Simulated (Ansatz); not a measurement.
`C/C(O)=[N]\[SbH2]` + HI → `[SbH2][I]` + `CC(=N)O` at 700 K and 1 bar (ligand exchange at the Sb–N bond).

Computed with Ansatz on PBE0-D4/def2-TZVP structures; ΔE is electronic, products minus reactants. CCSD(T)/CBS is the MP2 limit (def2-TZVPP, def2-QZVPP) plus CCSD(T) − MP2 in def2-TZVPP, frozen cores. def2 core potentials past Kr. For I, Sb outer-core shells are correlated without core-valence functions, which leaves a few kJ/mol of doubt a bond. Each species was taken in one conformer, which may not be the lowest.

```json
{"species": "`C/C(O)=[N]\\[SbH2]`", "CCSD(T)/CBS energy (Eh)": "-449.58570", "H − E (kJ/mol)": "283.0", "S (J/(mol·K))": "487.5"}
{"species": "HI", "CCSD(T)/CBS energy (Eh)": "-298.03592", "H − E (kJ/mol)": "34.6", "S (J/(mol·K))": "231.7"}
{"species": "`[SbH2][I]`", "CCSD(T)/CBS energy (Eh)": "-538.67582", "H − E (kJ/mol)": "73.7", "S (J/(mol·K))": "349.8"}
{"species": "`CC(=N)O`", "CCSD(T)/CBS energy (Eh)": "-208.98810", "H − E (kJ/mol)": "251.7", "S (J/(mol·K))": "369.3"}
```

H − E and S are ideal-gas, rigid-rotor, harmonic terms from PBE0-D4/def2-TZVP, for one conformer and one mirror image of each species. 1 Eh = 2625.50 kJ/mol, R = 8.31446 J/(mol·K).

Question: By hand: ΔE, ΔH, ΔS and ΔG.

Answer: ΔE = (-538.67582) + (-208.98810) − (-449.58570) − (-298.03592) = -0.04230 Eh = -111.1 kJ/mol. Δ(H − E) = 73.7 + 251.7 − 283.0 − 34.6 = 7.8, so ΔH = -103.3 kJ/mol. ΔS = 349.8 + 369.3 − 487.5 − 231.7 = -0.1 J/(mol·K). ΔG = -103.3 − 700 × (-0.1)/1000 = -103.2 kJ/mol.

Question: By hand: the equilibrium constant, and the temperature at which ΔG would vanish if ΔH and ΔS stayed fixed.

Answer: log₁₀ K = −ΔG/(RT ln 10) = 7.7. ΔG = 0 at ΔH/ΔS = 1033000 K, far beyond where these terms or the molecules hold.

The number of gas molecules stays the same, so ΔS is small and ΔH decides. A doubt of 5 kJ/mol in ΔE shifts log₁₀ K by 0.4 here. Other conformers and mirror images would add mixing entropy, several J/(mol·K) or more a flexible species. Modes under 60 cm⁻¹, often nearly free rotors, make the harmonic entropy too high. These are equilibria of isolated gas molecules and say nothing of rates. Largest T1 diagnostic: 0.015 (customary marks: 0.02 for closed shells, 0.045 for open ones).
